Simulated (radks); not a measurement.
Values are calculated unless marked as measured or tabulated.
Valence configurations of the ytterbium ion Yb+ (all share [Xe]). Level of theory: scalar-relativistic Kohn-Sham, PBE, spin-polarised, spherical densities, point nucleus; open shells are filled with parallel spins first (spin-orbit coupling, left out, can overturn this in heavy ions) (a radial shooting solver on a logarithmic mesh with Libxc functionals). Energies are relative to 4f14 6s1; eigenvalues in eV for spin up.

| valence | E (eV) | moment (Bohr magnetons) | e(4f) | e(5d) | e(6p) | e(6s) |
|---|---|---|---|---|---|---|
| 4f14 6s1 | 0.000 | 1 | -9.727 | - | - | -9.627 |
| 4f14 5d1 | 2.979 | 1 | -8.329 | -5.872 | - | - |
| 4f14 6p1 | 3.810 | 1 | -11.201 | - | -6.598 | - |
| 4f13 6s1 6p1 | 7.644 | 3 | -20.209 | - | -7.688 | -12.259 |
| 4f13 5d1 6p1 | 9.358 | 3 | -18.043 | -9.454 | -7.050 | - |
| 4f13 6p2 | 12.207 | 3 | -21.604 | - | -8.310 | - |
| 4f12 5d2 6s1 | 14.806 | 5 | -24.218 | -10.060 | - | -11.314 |
| 4f11 5d1 6s1 6p2 | 41.897 | 7 | -40.739 | -16.996 | -9.572 | -15.322 |
| 4f10 5d2 6s1 6p2 | 65.715 | 9 | -49.918 | -18.901 | -9.795 | -15.870 |
| 4f10 5d1 6s2 6p2 | 71.521 | 7 | -53.386 | -20.673 | -10.271 | -16.573 |

NIST lists [Xe] 4f14 6s1 as the ground configuration; this level of theory agrees among the configurations tried. The energies are those of spherical high-spin densities, not of single terms.
